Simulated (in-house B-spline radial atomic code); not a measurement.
RPA and G0W0 on CAM-B3LYP: Li

Configuration [He] 2s1, highest spin, mean-field start CAM-B3LYP. Computed with a B-spline radial code for spherical atoms: all electrons, non-relativistic, point nucleus, each spin shell either full or empty, empty states to l = 9 with an (l + 1/2)⁻⁴ tail; G0W0 by contour deformation at full frequency.

RPA overbinds a lone outer s electron by self-correlation, and G0W0 tends to as well.

Command:
```bash
python run_gw.py task.json out
```
Settings (radii: box in bohr, nucleus in fm):
```
Z                        3
electrons                3
configuration            [He] 2s1
hamiltonian              nr
method                   camb3lyp
lmax                     9
spin_polarised           True
box_radius               40
intervals                46
ion_configuration        1s2
```

Cost of the run: 1.6 s on 1 thread of Arm Neoverse N1, on a shared host.

Energies (hartree):

```json
{"term": "mean-field total", "value": "-7.47148"}
{"term": "Hartree-Fock functional on these orbitals", "value": "-7.43084"}
{"term": "direct second order", "value": "-0.10876"}
{"term": "second-order exchange", "value": "0.061676"}
{"term": "SOSEX correction", "value": "0.055228"}
```

**Question.** What is the RPA correlation energy, and what remains with SOSEX?

**Answer.** RPA gives -0.098211 hartree (-0.891 eV per electron); RPA + SOSEX gives -0.042982, and the second-order doubles -0.047079 hartree (no singles). SOSEX takes back 56 % of the RPA value.

Quasi-particle levels (eV):

| level | occupied | mean field | Σx - vxc | Σc | QP weight | G0W0 |
| --- | --- | --- | --- | --- | --- | --- |
| 2s up | yes | -4.648 | -0.69 | ? | ? | ? |
| 2s down | no | -1.000 | 1.74 | -1.02 | 0.900 | -0.283 |

G0W0 = mean field + (Σx - vxc) + Σc, with Σc (partial-wave tail included) taken at the quasi-particle energy. Levels of low weight are left out.

**Question.** Where does G0W0 put 2s up?

**Answer.** At -5.771 eV, with Σc = -0.43 eV and a quasi-particle weight of 0.926. The tabulated removal energy is 5.392 eV (NIST, measured).

**Question.** What does it cost to remove one electron (to 1s2) by differences of total energies, each species on its own start (correlation terms add to the Hartree-Fock functional)?

**Answer.** CAM-B3LYP 5.602 eV, Hartree-Fock functional 5.326 eV, + RPA 5.753 eV, + RPA + SOSEX 5.373 eV, + second order 5.382 eV. Tabulated: 5.392 eV (NIST, measured).
